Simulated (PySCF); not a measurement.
## O²⁺ (oxygen, charge +2) across methods

[He] 2s1 2p2 3s1, high-spin 5P determinant (an excited configuration). All numbers are calculated (PySCF 2.14, scalar relativity by spin-free X2C-1e, in aug-cc-pCVQZ-DK (9s8p6d4f2g, 109 functions)). The B2PLYP total includes its PT2 part (frozen core); its orbital energies are those of the SCF part.

| method | E (hartree) | mean ε 2s α (eV) | mean ε 2p α (eV) | mean ε 3s α (eV) | Σ⟨r²⟩ (bohr²) | ⟨S²⟩ |
| --- | --- | --- | --- | --- | --- | --- |
| r2SCAN | -71.7942 | -72.535 | -57.762 | -18.901 | 12.98 | 6.000 |
| M06 | -71.7629 | -74.087 | -59.059 | -19.482 | 12.82 | 6.000 |
| LDA | -71.2350 | -70.596 | -56.372 | -18.900 | 12.83 | 6.000 |
| UHF | -71.69645 | -85.524 | -68.517 | -21.558 | 13.15 | 6.000 |
| PBE | -71.7324 | -70.958 | -56.560 | -18.860 | 12.81 | 6.000 |
| PBE0 | -71.7468 | -74.697 | -59.647 | -19.623 | 12.87 | 6.000 |
| wB97X | -71.8138 | -76.880 | -61.846 | -21.479 | 12.92 | 6.000 |

**Question.** Estimate the same row for B2PLYP.

**Answer.** E (hartree) = -71.7672; mean ε 2s α (eV) = -78.489; mean ε 2p α (eV) = -62.784; mean ε 3s α (eV) = -20.191; Σ⟨r²⟩ (bohr²) = 13.00; ⟨S²⟩ = 6.000.

The outer electron is Rydberg-like, and this basis confines it to a smaller radius and binds it less than a complete one would.
